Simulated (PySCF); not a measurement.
Excited states of Xe⁶⁺ (xenon, charge +6)

Ground state [Kr] 4d10 5s2, ¹S. All numbers are calculated (PySCF 2.14, a scalar-relativistic core potential, in def2-TZVP with the def2 core potential (28 electrons)). Vertical excitation energies in eV without spin-orbit coupling; excited terms of each kind are numbered among those the solver found. Frozen: 4s2 4p6.

```tsv
term	leading excitation	EOM-EE-CCSD
1 3P°	5s → p	13.289
1 1P°	5s → p	17.850
1 3D	5s → d	36.164
1 1D	5s → d	38.992
1 3F°	5s → f	43.140
1 3S	5s → s	43.810
1 1F°	5s → f	43.861
1 1S	5s → s	44.755
2 3P°	5s → p	50.244
2 1P°	5s → p	50.521
2 3D	5s → d	64.321
2 1D	5s → d	65.240
```

Doubly excited terms such as np² are absent. The solver can miss terms.
